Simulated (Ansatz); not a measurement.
The same path of H3SbSe (5 atoms, charge 0, multiplicity 1) was run twice with different band settings. The coordinate that changes most is the height of Sb2 over the plane of its neighbours.

These are results of RKS revPBE/def2-SVP in Ansatz, not measurements.

Relaxed end points:

```xyz
5
Properties=species:S:1:pos:R:3
Se 0.759 -0.902 1.116
Sb -0.357 0.347 -0.895
H 1.289 -1.957 0.212
H -1.866 0.594 -0.064
H 0.175 1.918 -0.369
```

```xyz
5
Properties=species:S:1:pos:R:3
Se 0.834 -0.995 1.240
Sb -0.605 1.038 0.427
H 1.006 -1.589 -0.112
H -1.641 0.110 -0.621
H 0.406 1.436 -0.934
```

Common settings: spring 5.0 eV/Å²; optimiser quadratic models (default); start path through a guess of the saddle point; force threshold 0.03 eV/Å; iteration limit 60; end points relaxed.

| run | movable images | climbing image |
| --- | --- | --- |
| 1 | 7 | yes |
| 2 | 4 | no |

Question: What does each run give, and how far can it be trusted?

Answer: Run 1: converged after 9 iterations, highest image 2.159 eV above the first end. A vibrational analysis at the climbing image gives one clearly imaginary mode, 1027i cm⁻¹: a first-order saddle point.
Run 2: converged after 7 iterations, highest image 2.044 eV above the first end. Neighbouring images differ by up to 1.6 eV, so the band resolves the path poorly. No image climbed, so the highest image needn't sit at the top of the path.
